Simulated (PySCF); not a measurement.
Species: F2O2Se.
Cartesian coordinates in Å at the PBE0-D3(BJ)/def2-TZVP level; atoms count from 1:
```
atom  x, y, z in Å
O1     0.1370   -1.2635   -1.0848
Se2    0.0064   -0.1785    0.0450
O3    -0.1223   -0.4454    1.5887
F4    -1.2249    0.8943   -0.4019
F5     1.2378    0.9597   -0.1849
```

Method used: PBE0-D3(BJ)/def2-TZVP geometry optimisation, gas phase in PySCF 2.14.0.

Masses are those of the commonest isotopes; rigid-rotor values at the optimised geometry. 

Problem. Give the principal moments of inertia and the rotational constants in MHz.

Solution. Ia = 121.15, Ib = 121.84, Ic = 126.79 u·Å²; 505379 MHz·u·Å²/I gives A = 4172, B = 4148, C = 3986 MHz.

Problem. What kind of rotor is it?

Solution. An asymmetric top. Ray's parameter κ = (2B − A − C)/(A − C) = 0.745; −1 is the prolate and +1 the oblate limit.

Problem. Is it planar, by Δ = Ic − Ia − Ib?

Solution. Not planar: Δ = Ic − Ia − Ib = -116.20 u·Å². For a rigid frame Δ = −2 Σ m c², so Σ m c² = 58.10 u·Å² lies off the ab plane. The atom farthest from that plane is 1.24 Å away.

Problem. Where do the levels up to J = 5 lie, in K?

Solution. Above 0(0,0), as E/k:
J = 1: 1(0,1) 0.390, 1(1,1) 0.391, 1(1,0) 0.399
J = 2: 2(0,2) 1.164, 2(1,2) 1.164, 2(1,1) 1.188, 2(2,1) 1.191, 2(2,0) 1.198
J = 3: 3(0,3) 2.320, 3(1,3) 2.320, 3(1,2) 2.362, 3(2,2) 2.362, 3(2,1) 2.384, 3(3,1) 2.391, 3(3,0) 2.396
J = 4: 4(0,4) 3.859, 4(1,4) 3.859, 4(1,3) 3.917, 4(2,3) 3.917, 4(2,2) 3.958, 4(3,2) 3.959, 4(3,1) 3.979, 4(4,1) 3.990, 4(4,0) 3.994
J = 5: 5(0,5) 5.780, 5(1,5) 5.780, 5(1,4) 5.855, 5(2,4) 5.855, 5(2,3) 5.913, 5(3,3) 5.913, 5(3,2) 5.952, 5(4,2) 5.956, 5(4,1) 5.973, 5(5,1) 5.990, 5(5,0) 5.993
Those of J = 1 are B + C, A + C and A + B.

Problem. Predict some low-J microwave lines.

Solution. The dipole components are |μa| = 0.70 D, |μb| = 0.00 D, |μc| = 0.00 D; the symmetry axis of this C2v structure is a, so μb and μc vanish by symmetry and there are no b-type or c-type lines. Some lines, for components of 0.1 D or more:

| type | branch | J(Ka,Kc) | MHz | lower level (cm⁻¹) |
| --- | --- | --- | --- | --- |
| a | Q | 2(1,1) ← 2(1,2) | 486 | 0.809 |
| a | R | 1(0,1) ← 0(0,0) | 8134 | 0.000 |
| a | R | 2(1,2) ← 1(1,1) | 16106 | 0.272 |
| a | R | 2(0,2) ← 1(0,1) | 16127 | 0.271 |
| a | R | 2(1,1) ← 1(1,0) | 16430 | 0.278 |

Problem. Estimate the classical rotational partition function at 10 K, 200 K and 500 K.

Solution. Point group C2v, symmetry number σ = 2; q = (√π/σ)·√((kT/h)³/(ABC)), k/h = 20836.6 MHz/K: 321 at 10 K, 28700 at 200 K, 113000 at 500 K.

No PBE0-D3(BJ)/def2-TZVP frequencies stand behind this structure, so it isn't proved a minimum. Constants of a rigid frame at the computed geometry: no zero-point averaging, no centrifugal distortion.

Time: 1.7 min wall; peak memory 0.66 GiB. Hardware: one thread of an Arm Neoverse N1 (shared host). These figures are those of the optimisation.
